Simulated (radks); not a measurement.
The numbers below are computed, except where a source is named.
Task: The mean radii <r> (bohr) of the occupied orbitals of an atom or ion are listed with their occupations. Code: a radial shooting solver on a logarithmic mesh with Libxc functionals. Model: scalar-relativistic Kohn-Sham, PBEsol, spin-unpolarised, spherical densities, finite nucleus; Fermi nuclear charge, rms radius of each element as measured or else 0.836 A^(1/3) + 0.57 fm.

| orbital | occ. | <r> |
|---|---|---|
| 1s | 2 | 0.04152 |
| 2s | 2 | 0.1828 |
| 2p | 6 | 0.1594 |
| 3s | 2 | 0.4836 |
| 3p | 6 | 0.4782 |
| 3d | 2 | 0.4418 |

Name the element and its charge.

Result: Z = 36, krypton, charge +16: Kr16+ in [Ar] 3d2. The 1s radius gives Z: for a bare nucleus <r> = (2 gamma + 1)/(2Z) with gamma = sqrt(1 - (Z/c)^2), 0.04069 bohr for Z = 36, and screening makes it slightly larger (0.04152 here). The occupations add up to 20, and the charge is Z minus that.
